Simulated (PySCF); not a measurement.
Ge(OH)(SeH)3, SMILES [OH][Ge]([SeH])([SeH])[SeH] (H4GeOSe3) (B3LYP/def2-SVP optimised geometry):

```
9

O      0.941     0.572     1.612
Ge     0.252     0.223     0.000
Se     0.782    -1.986    -0.724
Se    -2.134     0.223     0.000
Se     1.250     1.986    -1.229
H      0.485     0.088     2.315
H      2.182    -1.841    -0.276
H     -2.182     1.698     0.000
H      0.761     1.439    -2.511
```

Computed with B3LYP/def2-TZVP (PySCF).

Problem. What are the frontier orbital energies and the dipole moment?

Solution. HOMO-2 -7.26 eV, HOMO-1 -7.20 eV, HOMO -6.85 eV, LUMO -2.09 eV, LUMO+1 -0.66 eV; dipole moment 0.49 D.

On the same geometry PBE/def2-TZVP in PySCF gives HOMO-2 -6.33 eV, HOMO-1 -6.29 eV, HOMO -5.94 eV, LUMO -2.63 eV, LUMO+1 -1.22 eV; dipole moment 0.43 D.

Meta-Löwdin charges at B3LYP/def2-TZVP: O1 -0.72, Ge2 0.75, Se3 -0.21, Se4 -0.21, Se5 -0.18, H6 0.35, H7 0.08, H8 0.08, H9 0.07.
